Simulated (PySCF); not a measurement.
Reaction (SMILES): N=C=O + H+ → [NH2+]=C=O
B3LYP-D3(BJ)/def2-TZVP geometries, fixed; electronic energies without zero-point terms; positive where energy is released.

Effect of the SCF energy threshold at PBE0/def2-TZVP with PySCF, against the last row, where the proton affinity is 179.33 kcal/mol. The proton sits at the site shown, which need not be the one that binds it best.

```json
[
 {"setting": "conv_tol: 1e-4", "SCF cycles, largest species": "6", "largest shift of a total energy (mEh)": "0.005", "shift of the proton affinity (kcal/mol)": "0.002"},
 {"setting": "conv_tol: 1e-5", "SCF cycles, largest species": "7", "largest shift of a total energy (mEh)": "0.000", "shift of the proton affinity (kcal/mol)": "0.000"},
 {"setting": "conv_tol: 1e-6", "SCF cycles, largest species": "7", "largest shift of a total energy (mEh)": "0.000", "shift of the proton affinity (kcal/mol)": "0.000"},
 {"setting": "conv_tol: 1e-7", "SCF cycles, largest species": "8", "largest shift of a total energy (mEh)": "0.000", "shift of the proton affinity (kcal/mol)": "0.000"},
 {"setting": "conv_tol: 1e-11", "SCF cycles, largest species": "11", "largest shift of a total energy (mEh)": "0.000", "shift of the proton affinity (kcal/mol)": "0.000"}
]
```

Within 0.02 kcal/mol in the proton affinity: conv_tol: 1e-4; conv_tol: 1e-5; conv_tol: 1e-6; conv_tol: 1e-7. The largest shift is 0.005 mEh in a total energy and 0.002 kcal/mol in the difference.
